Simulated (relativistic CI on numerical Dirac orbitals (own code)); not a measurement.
Method of calculation: Dirac-Coulomb-Breit CI, KLI orbitals optimised for each configuration, model QED (radiative potential, 1s self-energy scaled to tabulated hydrogen-like ionisation energies), unscaled Slater integrals (own radial code, finite nucleus).

The strongest absorption lines from the ground level of an ion, among the configurations computed and to levels below about 66.3 eV (vacuum wavelength in Å, gf): 199.10 (0.33), 199.89 (0.24), 200.20 (0.14), 201.43 (0.18), 203.09 (0.49), 204.05 (1.4), 204.92 (0.85), 206.07 (0.27).

Q: Which ion is it?
A. Ag⁶⁺
B. In⁶⁺
C. In⁸⁺
D. In¹⁰⁺

A: C. In⁸⁺ has 41 electrons and the ground level 4s2 4p6 4d5 6S_5/2; the strongest line goes to 4s2 4p6 4d4 5p 6P°_7/2. The pattern of lines fixes the number of electrons, and along that sequence the line energies rise steadily with the charge (about as its square where n changes within one kind of shell, about linearly where n is kept but much faster in heavy ions where fine structure, which grows about as Z⁴, sets the gap, and irregularly where shells cross), which fixes Z. Configurations outside the model, such as inner-shell arrays, can give stronger lines. At this charge configurations can still be misplaced by up to about 7 % of their energy. Terms inside the open d or f shell come out 10 to 20 % too wide with unscaled integrals.

LS names give the leading component of a level, which can be under half, so a name can repeat, a term be missing and a line seem to break the LS rules.
